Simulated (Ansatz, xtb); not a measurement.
**A geometry optimisation of C2H6BF with r2SCAN-D4/def2-SVP**

The starting geometry of this gas-phase singlet was built from a drawn formula by distance geometry and a force field; its bonds are those of `[BH3-][CH+]CF`.

```xyz
10

C    -0.1352   -0.4518   -1.5497
C     0.0581   -1.5771   -2.4721
B    -0.1508    1.0284   -2.1159
F    -0.0125   -2.8048   -1.7586
H    -0.2817    1.8313   -1.2168
H     0.8534    1.2740   -2.7239
H    -1.0794    1.1523   -2.8529
H    -0.2198   -0.5759   -0.4837
H     0.9994   -1.5442   -3.0304
H    -0.8385   -1.6270   -3.2273
```

**Question.** Predict what becomes of its bonds when it is optimised with r2SCAN-D4/def2-SVP.

**Answer.** It rearranges to `BCCF`. Contacts that open: B3–H7 (1.19 → 2.09 Å). Contacts that close: C1–H7 (2.27 → 1.12 Å).

The energy falls by 2.41 eV over 19 steps:

```
step  E − E(last) (eV)
   1             2.410
   3             2.000
   5             1.864
   7             1.526
   9             0.887
  11             0.305
  13             0.138
  15             0.006
  17             0.000
  19             0.000
```

Final geometry (Å):

```xyz
10

C    -0.3495   -0.2597   -1.6842
C     0.0519   -1.4606   -2.5082
B     0.1495    1.1388   -2.1442
F    -0.6138   -2.5969   -2.0771
H     0.0116    2.0933   -1.4162
H     0.6215    1.3132   -3.2463
H    -1.4561   -0.1313   -1.7455
H    -0.1720   -0.4364   -0.6080
H     1.1374   -1.6515   -2.4263
H    -0.1875   -1.3037   -3.5754
```

From the same start GFN2-xTB reaches the same bonding as this run.

The end wasn't checked by frequencies. Run with Ansatz 0.2.0, 27 s on 2 threads of Arm Neoverse V2, on a shared host.
